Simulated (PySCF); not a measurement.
Cost of one run: shielding job, `C(C[C@@H]1CC=CO1)=O`.

Method: GIAO OLYP/6-31G-J NMR shielding, non-relativistic, gas phase (PySCF 2.14.0, density-fitted response routines). Geometry: GFN2-xTB. Work: shieldings, ring-centre shieldings, charges and field gradients, density fitting. The input is one job of a driver script: a line of settings, then coordinates in Å.

Command:
```bash
OMP_NUM_THREADS=1 python probes_run.py task.json out
```

Input:
```
{"job": {"kind": "nmr", "xc": "OLYP", "basis": "6-31G-J", "pop": true}, "charge": 0, "multiplicity": 1}
O     -1.970429     0.549299     1.563360
C     -1.623785     0.759852     0.434488
C     -1.473359    -0.291311    -0.626121
C      0.026639    -0.580496    -0.866392
C      0.758142    -0.971107     0.433994
C      1.612149     0.243612     0.666257
C      1.502233     1.048884    -0.379242
O      0.665900     0.596596    -1.357728
H     -1.355451     1.777910     0.096180
H     -1.907871     0.067974    -1.559397
H     -1.962138    -1.214285    -0.312720
H      0.108319    -1.347341    -1.643941
H      0.062048    -1.149338     1.254682
H      1.369599    -1.867712     0.305666
H      2.209082     0.393503     1.541935
H      1.971325     1.992903    -0.586232
```

Hardware: Arm Neoverse V1, one thread, on a shared host.

The basis has 128 functions.

Task: Which is nearest to the wall time?
A. 0.53 s
B. 4.0 s
C. 32 s

Result: C. The run took 32 s. The SCF took 18 cycles.

Task: At this speed, how long would 500 such jobs take on 16 cores, one job a core?

Result: 500/16 gives 32 rounds of 32 s, about 17 min of wall time and 4.4 core-hours, if the jobs don't slow each other.

The SCF part of the output:
```
coarse grid: 13648 points
cycle   1  E = -383.5635720589  dE =  1.222e+00  |g| = 9.832e-01  |ddm| = 3.980e+00
cycle   2  E = -382.4793170606  dE =  1.084e+00  |g| = 2.435e+00  |ddm| = 4.615e+00
cycle   3  E = -383.7296507973  dE = -1.250e+00  |g| = 3.986e-01  |ddm| = 3.950e+00
cycle   4  E = -383.7627996106  dE = -3.315e-02  |g| = 1.559e-01  |ddm| = 5.623e-01
cycle   5  E = -383.7662486689  dE = -3.449e-03  |g| = 7.615e-02  |ddm| = 1.704e-01
cycle   6  E = -383.7673495361  dE = -1.101e-03  |g| = 2.273e-02  |ddm| = 8.790e-02
cycle   7  E = -383.7674660718  dE = -1.165e-04  |g| = 9.862e-03  |ddm| = 3.288e-02
cycle   8  E = -383.7674920370  dE = -2.597e-05  |g| = 1.244e-03  |ddm| = 1.087e-02
cycle   9  E = -383.7674923309  dE = -2.939e-07  |g| = 4.975e-04  |ddm| = 1.905e-03
final grid: 132640 points
cycle  10  E = -383.6728925780  dE = -1.610e-04  |g| = 3.096e-02  |ddm| = 5.738e-02
cycle  11  E = -383.6718280585  dE =  1.065e-03  |g| = 7.896e-02  |ddm| = 9.197e-02
cycle  12  E = -383.6730514660  dE = -1.223e-03  |g| = 8.887e-03  |ddm| = 7.457e-02
cycle  13  E = -383.6730674064  dE = -1.594e-05  |g| = 2.364e-03  |ddm| = 9.046e-03
cycle  14  E = -383.6730681038  dE = -6.975e-07  |g| = 1.193e-03  |ddm| = 3.131e-03
cycle  15  E = -383.6730684391  dE = -3.353e-07  |g| = 3.738e-04  |ddm| = 1.626e-03
cycle  16  E = -383.6730684737  dE = -3.453e-08  |g| = 7.704e-05  |ddm| = 4.382e-04
cycle  17  E = -383.6730684752  dE = -1.585e-09  |g| = 2.046e-05  |ddm| = 1.263e-04
cycle  18  E = -383.6730684754  dE = -1.064e-10  |g| = 4.257e-06  |ddm| = 2.690e-05
converged SCF energy = -383.6730684754
```

On the final grid dE counts from the start density on that grid.

Other jobs ran on the host; a repeat could differ by tens of per cent or more.
